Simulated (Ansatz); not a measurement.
Cost and result for the atomization energy of C$_{2}$H$_{3}$AlClFO, SMILES `FC1(Cl)[CH2][AlH][O]1` (9 atoms, 9 bonds).

Cartesian coordinates in Å:
```
F -0.340 1.775 -0.885
C -0.188 0.432 -0.753
Cl 0.296 -0.185 -2.381
C 0.844 0.085 0.338
Al -0.721 -0.793 1.087
O -1.385 -0.125 -0.378
H 1.235 0.988 0.805
H 1.673 -0.516 -0.029
H -1.415 -1.660 2.197
```

The species carries charge 0 and has multiplicity 1. The structure was optimised at the PBE0-D4/def2-TZVP level. Program: Ansatz. All runs use 4 threads of an Intel Xeon 6975P-C on a shared host. Times are those of one run each, without the atoms' runs, and a repeat can differ threefold. Electronic energies, without spin–orbit coupling; frozen cores. CCSD(T)/CBS adds CCSD(T) − MP2 in def2-TZVPP to the MP2 limit, and its time is that of the two runs behind it. T1 = 0.013. B3LYP takes the VWN-RPA correlation (the form of Gaussian; ORCA's B3LYP/G). HSE06 is the plane-wave form, built on full-range PBE exchange.

CCSD(T)/CBS is a level of theory with its own doubt, some kJ/mol a heavy atom from the limit and from the frozen cores, so smaller differences don't rank the functionals.

```
                             level  functions  wall time  atomization (kJ/mol)  difference from CCSD(T)/CBS  per bond
            LDA (SPW92)/def2-TZVPP        250     0.85 s                3990.4                        620.1      68.9
                BLYP-D4/def2-TZVPP        250      1.2 s                3357.0                        -13.3      -1.5
   PBE-D4/def2-TZVPP (with forces)        250      1.5 s                3485.8                        115.5      12.8
           CAM-B3LYP-D4/def2-TZVPP        250      2.3 s                3372.1                          1.8       0.2
               HSE06-D4/def2-TZVPP        250      2.3 s                3390.7                         20.4       2.3
r2SCAN-D4/def2-TZVPP (with forces)        250      2.6 s                3404.1                         33.8       3.8
 B3LYP-D4/def2-TZVPP (with forces)        250      2.9 s                3339.4                        -30.9      -3.4
             r2SCANh-D4/def2-TZVPP        250        3 s                3368.0                         -2.3      -0.3
                  CCSD(T)/def2-SVP        107        3 s                3169.5                       -200.8     -22.3
  ωB97M-V/def2-TZVPP (with forces)        250        6 s                3390.7                         20.4       2.3
                    MP2/def2-QZVPP        458       14 s                3455.8                         85.5       9.5
                CCSD(T)/def2-TZVPP        250       41 s                3266.8                       -103.5     -11.5
                 CCSD(T)/CBS(def2)          –       55 s                3370.3                          0.0       0.0
```

From BLYP to BHLYP (50 % exact exchange), in def2-TZVPP and without D4, the atomization energy moves by −133.9 kJ/mol: exact exchange takes away binding that semilocal exchange gives to molecules. At CCSD(T), def2-SVP lies −200.8 kJ/mol from the extrapolated value and def2-TZVPP −103.5 kJ/mol: correlation converges slowly with the basis, and small sets miss more of it in the bonded molecule than in its fragments. Leaving LDA and LC-ωPBE aside and taking each functional with its dispersion term where it has one, the values, not all of them listed here, spread over 284.7 kJ/mol, from BHLYP-D4 to PBE-D4. LDA lies +527.1 kJ/mol from PBE without D4, its usual overbinding.
